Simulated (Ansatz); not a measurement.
Ansatz (a quantum-chemistry and plane-wave program) input:

Ansatz 0.2 input:
```yaml
crystal:
  periodic: [false, false, false]
  atoms:
    - {symbol: C, position_ang: [3.01284702, 0.40168678, 0.10285175]}
    - {symbol: C, position_ang: [1.61985373, -0.05815493, 0.52044288]}
    - {symbol: C, position_ang: [0.64394957, -0.14381939, -0.67490979]}
    - {symbol: C, position_ang: [-0.71958633, -0.60064488, -0.30084377]}
    - {symbol: C, position_ang: [-1.71224266, 0.30931990, 0.32100608]}
    - {symbol: O, position_ang: [-3.06395417, -0.05174311, 0.03088677]}
    - {symbol: H, position_ang: [3.45170933, -0.28594996, -0.62401991]}
    - {symbol: H, position_ang: [3.68684095, 0.45613397, 0.95959547]}
    - {symbol: H, position_ang: [2.97809240, 1.39170371, -0.35805076]}
    - {symbol: H, position_ang: [1.21016423, 0.62794243, 1.26698963]}
    - {symbol: H, position_ang: [1.67768325, -1.03852123, 1.00131443]}
    - {symbol: H, position_ang: [1.07508579, -0.81873925, -1.42071422]}
    - {symbol: H, position_ang: [0.58986119, 0.84845293, -1.13888260]}
    - {symbol: H, position_ang: [-0.93535297, -1.66335778, -0.26011572]}
    - {symbol: H, position_ang: [-1.50976179, 1.34750783, 0.01957351]}
    - {symbol: H, position_ang: [-1.65182883, 0.28530604, 1.41745242]}
    - {symbol: H, position_ang: [-3.12978802, -0.18685879, -0.92151944]}
basis:
  gaussian:
    orbitals: def2-TZVP
hamiltonian:
  xc: b3lyp
  dispersion: d3bj
magnetization: {spin_polarized: true, initial_magnetization: 1}
phonons: {temperatures: {t_min: 298.15, t_max: 298.15, t_step: 100}}
```

Which total energy does the run end on?

-272.44777 Eh (B3LYP-D3(BJ)/def2-TZVP). The basis has 252 functions.

It need not be the lowest isomer of its formula.
